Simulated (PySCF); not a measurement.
Several molecules and their computed UV-vis stick spectra, shuffled. The calculation used PySCF, TDDFT CAM-B3LYP/def2-SVPD, vertical, gas phase, core orbitals frozen in the response, def2 core potentials past Kr. Geometries: PBE0-D3(BJ)/def2-SVP; one conformer of each isolated species. Triplets are in the Tamm–Dancoff approximation. Atoms past krypton carry core potentials; spin–orbit coupling is left out. Ions are computed without counter-ions or solvent.

A. `[O]=[W-](=[O])(=[O])[F]` ([WO3F]-)
B. `[NH2][Cu]<-[PH3]` (Cu(PH3)(NH2))
C. CF3SO3H, `O=S(=O)(O)C(F)(F)F`
D. [GaCl4]-, `[Cl][Ga-]([Cl])([Cl])[Cl]`
E. `[CH3][Cd][CH3]` (CdMe2)

Lowest singlet levels (six at most, fewer where fewer were computed) with oscillator strengths:

1. 223 nm (f 0.000 summed over 2 states); 193 nm (f 0.483); 172 nm (f 0.000); 162 nm (f 0.419 summed over 2 states); 154 nm (f 0.000); 140 nm (f 0.011); T1 5.28 eV
2. 188 nm (f 0.000 summed over 3 states); 176 nm (f 0.241); 176 nm (f 0.490 summed over 2 states); 174 nm (f 0.002 summed over 2 states); 158 nm (f 0.000 summed over 3 states); 152 nm (f 0.005 summed over 3 states) [of 15 roots; the last level is left out, as the window may have cut its degenerate partner]; T1 6.30 eV
3. 147 nm (f 0.007); 142 nm (f 0.039); 141 nm (f 0.008); 138 nm (f 0.031); 136 nm (f 0.009); 133 nm (f 0.031); T1 8.02 eV
4. 333 nm (f 0.000); 297 nm (f 0.038); 278 nm (f 0.120); 249 nm (f 0.050); 242 nm (f 0.019); 237 nm (f 0.057); T1 3.65 eV
5. 219 nm (f 0.002 summed over 2 states); 206 nm (f 0.000); 206 nm (f 0.009); 201 nm (f 0.000); 198 nm (f 0.017 summed over 2 states); 191 nm (f 0.032 summed over 2 states) [of 10 roots; the last level is left out, as the window may have cut its degenerate partner]; T1 5.36 eV

Question: Match each spectrum to its molecule.

Answer: 1 = E, 2 = D, 3 = C, 4 = B, 5 = A.
- A: S1 at 5.65 eV, HOMO→LUMO+1/LUMO+2 (≥60%), HOMO→LUMO+4 (10%), HOMO-2/HOMO-1→LUMO+1/LUMO+2 (≥9%); for S1 the Löwdin share of tungsten is 5% in HOMO and 60% in LUMO+1; HOMO -4.90 and LUMO 4.38 eV; point group C3v, 2 of its 9 listed states under f = 0.0005.
- B: S1 at 3.72 eV, HOMO→LUMO (94%); for S1 the Löwdin share of copper is 17% in HOMO and 37% in LUMO; HOMO -6.42 and LUMO 0.36 eV.
- C: S1 at 8.46 eV, HOMO→LUMO (60%), HOMO-1→LUMO (19%); Löwdin shares by element: HOMO oxygen 77%, sulfur 8%; LUMO sulfur 32%, oxygen 31% or more, hydrogen 19% (atoms not listed hold the other 18%); HOMO -11.65 and LUMO 0.14 eV.
- D: S1 at 6.58 eV, HOMO-2/HOMO-1/HOMO→LUMO (≥78%), HOMO-2/HOMO-1/HOMO→LUMO+1 (≥13%); Löwdin shares by element: HOMO (one of a set within 0.03 eV) chlorine 98% or more; LUMO gallium 53%, chlorine 36% or more; HOMO -5.99 and LUMO 3.48 eV; point group Td, 6 of its 14 listed states under f = 0.0005.
- E: S1 at 5.55 eV, HOMO→LUMO/LUMO+1 (≥96%); for S1 the Löwdin share of cadmium is 18% in HOMO and 80% in LUMO; HOMO -8.19 and LUMO 0.66 eV.
A and E have S1 within 0.11 eV of each other; their strongest listed levels stand at 6.48 eV (f 0.032) and 6.43 eV (f 0.483).

A slash joins orbitals within 0.01 eV of each other, whose weights are summed (≥ marks a lower bound).
